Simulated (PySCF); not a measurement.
**A basis-limit estimate, worked out**

An elementary step of SiH$_{3}$OF$_{3}$, closed shell (SiHF₃ ([F][SiH]([F])[F]) + H₂O → SiH₂OF₂ ([OH][SiH]([F])[F]) + HF; bonds formed: Si1–O7, F2–H6; bonds broken: Si1–F2, H6–O7). “Start” is the structure reached by relaxing down from the saddle towards the reactants; PBE0-D4/def2-TZVP structures. The saddle:

```xyz
8
angstrom
Si -0.6047 0.1988 -0.0423
F -0.0360 -1.6085 -0.3396
F -0.7441 0.3592 -1.6131
F -0.6592 1.7546 0.3747
H -1.7037 -0.3441 0.7523
H 0.9567 -1.0323 0.0641
O 1.0624 0.0096 0.5194
H 1.7284 0.6626 0.2845
```

Computed with PySCF 2.14 with density fitting (its default auxiliary sets; JK sets also for MP2 and CCSD(T)) (basis: def2-TZVPP and def2-QZVPP); correlated methods freeze the cores.

Energies in eV:

| quantity | saddle | start |
| --- | --- | --- |
| Hartree–Fock, triple zeta (X = 3) | -18073.77623 | -18075.53413 |
| Hartree–Fock, quadruple zeta (X = 4) | -18074.52267 | -18076.30498 |
| MP2 correlation, X = 3 | -31.24927 | -30.67643 |
| MP2 correlation, X = 4 | -34.20508 | -33.60789 |
| CCSD(T) correlation, X = 3 | -32.47016 | -31.94294 |

Problem. Work out the barrier at the basis limit: extrapolate Hartree–Fock as E(X) = E∞ + A exp(−7.88 √X) and the MP2 correlation as E(X) = E∞ + B X^−2.97 (the exponents that Neese and Valeev fitted for def2-TZVPP and QZVPP), then add CCSD(T) − MP2 in triple zeta.

Solution. Each step is linear, so take the differences first (saddle − start): Hartree–Fock 1.75790 (X = 3) and 1.78231 (X = 4); MP2 correlation -0.57284 and -0.59719; CCSD(T) correlation -0.52722.
Two points give E∞ = E(4) + w [E(4) − E(3)], with w = 1/(exp(7.88 (2 − √3)) − 1) = 0.1377 for Hartree–Fock and w = 1/((4/3)^2.97 − 1) = 0.7407 for the correlation.
Hartree–Fock: 1.78231 + 0.1377 × 0.02441 = 1.7857 eV.
MP2 correlation: -0.59719 + 0.7407 × (-0.02435) = -0.6152 eV.
CCSD(T) − MP2: -0.52722 − (-0.57284) = 0.0456 eV.
Sum: 1.7857 + (-0.6152) + 0.0456 = 1.2161 eV, or 28.04 kcal/mol. Plain CCSD(T) in triple zeta gives 1.2307 eV, so the larger basis shifts the result by -0.0146 eV.

No T1 diagnostic of these runs exceeds 0.012.

The step is the kind of ligand exchange by which a precursor binds to a hydroxyl group, or is hydrolysed, in atomic layer deposition of oxides.

Labels in which every atom is bracketed show which atoms are joined, not bond orders.

For scale, one of the runs: CCSD(T)/def2-TZVPP, 208 basis functions, launched by `OMP_NUM_THREADS=4 python run.py`. Time: 12 min of wall clock on 4 CPU threads of an Arm Neoverse V2; the host was shared. Peak host memory: 3.8 GiB.
